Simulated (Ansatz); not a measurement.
Cartesian coordinates in Å:
```
B -0.7804 0.6947 -0.4285
C -0.9574 -0.5651 0.3984
N -0.8446 -0.6985 1.7072
F -1.2245 -1.7350 -0.1615
Sn 1.4042 0.3952 -1.0535
H -0.7608 1.6944 0.2442
H -1.3845 0.6871 -1.4661
H -0.8414 -1.6061 2.1435
H -0.6476 0.1178 2.2592
H 1.9158 1.7535 -1.9594
H 1.6830 -1.0068 -2.0026
H 2.4381 0.2690 0.3190
```

Total charge 0; spin multiplicity 1. Sn takes the def2 core potential. The bonds changed during the relaxation, so this is another structure than the one it started from.

**Question.** List the PBE0/def2-TZVPP orbital energies in eV (Ansatz). (Estimate.)

**Answer.** Ansatz gave: Occupied: -675.49, -393.45, -282.44, -182.94, -139.27, -93.88, -93.87, -93.87, -35.69, -27.67, -27.66, -27.61, -27.53, -27.53, -27.42, -19.71, -17.37, -16.44, -15.02, -14.50, -13.53, -12.55, -10.81, -10.07, -9.35, -8.48, -8.30, -6.84. Lowest empty: -1.34, 0.31, 1.03, 1.26, 1.42, 1.58, 1.77, 2.39.
